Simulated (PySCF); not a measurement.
HO₄S, charge -1, multiplicity 1.

```xyz
6

O      0.8289    -0.2757    -1.2469
S      0.0269    -0.1559     0.0000
O      0.8289    -0.2757     1.2469
O     -1.2703    -0.8636     0.0000
O     -0.4847     1.4798     0.0000
H      0.3474     1.9747     0.0000
```
Charge -1, spin multiplicity 1.

The structure is a stationary point at r2SCAN-D4/def2-SVPD. The spin state was assumed, not searched. The isomer is the one that the SMILES or the coordinates give; other isomers of the formula were not compared. Other conformers were not sampled.

All values below come from PBE0/pcSseg-1 (PySCF). Non-relativistic, no solvent.

Computed absolute GIAO shielding of each atom: isotropic value and principal components (ppm):
```csv
atom,σ(iso),σ11,σ22,σ33,span
O1,76.3,3.2,59.4,166.2,163.0
S2,131.8,14.8,188.4,192.3,177.6
O3,76.3,3.2,59.4,166.2,163.0
O4,99.7,46.5,75.4,177.2,130.7
O5,102.7,-20.1,52.0,276.2,296.3
H6,29.0,25.3,25.3,36.4,11.1
```
